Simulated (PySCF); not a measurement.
**Shieldings and the share of exact exchange**

Molecule: `C[SiH2]C#N`, C₂H₅NSi.

Molfile (atoms numbered from 1):
```
C2H5NSi
     RDKit          3D

  9  8  0  0  0  0  0  0  0  0999 V2000
   -1.2444    0.4405    0.0089 C   0  0  0  0  0  0  0  0  0  0  0  0
    0.3175   -0.5822   -0.0377 Si  0  0  0  0  0  4  0  0  0  0  0  0
    1.7869    0.5558    0.1141 C   0  0  0  0  0  0  0  0  0  0  0  0
    2.6879    1.2799    0.2086 N   0  0  0  0  0  0  0  0  0  0  0  0
   -1.3171    0.9965    0.9553 H   0  0  0  0  0  0  0  0  0  0  0  0
   -2.1262   -0.2122   -0.0801 H   0  0  0  0  0  0  0  0  0  0  0  0
   -1.2612    1.1627   -0.8208 H   0  0  0  0  0  0  0  0  0  0  0  0
    0.4841   -1.3131   -1.3250 H   0  0  0  0  0  0  0  0  0  0  0  0
    0.4076   -1.5390    1.1004 H   0  0  0  0  0  0  0  0  0  0  0  0
  1  2  1  0
  2  3  1  0
  3  4  3  0
  1  5  1  0
  1  6  1  0
  1  7  1  0
  2  8  1  0
  2  9  1  0
M  END
```

GIAO shieldings (ppm, equivalent atoms averaged) in PySCF on the PBE0-D3(BJ)/def2-SVP geometry, basis pcSseg-2, gas phase, non-relativistic:

| functional | exact exchange (%) | σ(Si2) | σ(N4) |
| --- | --- | --- | --- |
| BLYP | 0 | 385.5 | -103.9 |
| BP86 | 0 | 395.2 | -102.1 |
| PBE | 0 | 396.9 | -103.2 |
| B3LYP | 20 | 395.6 | -107.3 |
| mPW1PW91 | 25 | 407.2 | -107.7 |
| BHandHLYP | 50 | 411.3 | -110.8 |
| HF | 100 | 441.7 | -114.0 |

Question: Fit each shielding as a line in the percentage of exact exchange.

Answer: σ(Si2) = 391.4 + 0.48 x (rms 4.6 ppm); σ(N4) = -103.9 − 0.11 x (rms 1.1 ppm). The functionals also differ in their semilocal parts, which the line can't hold; Hartree–Fock has no correlation at all.

Question: What does the line predict for PBE0 (25 %), and what does the run give?

Answer: σ(Si2): 403.4 predicted, 409.0 computed; σ(N4): -106.7 predicted, -106.8 computed ppm.
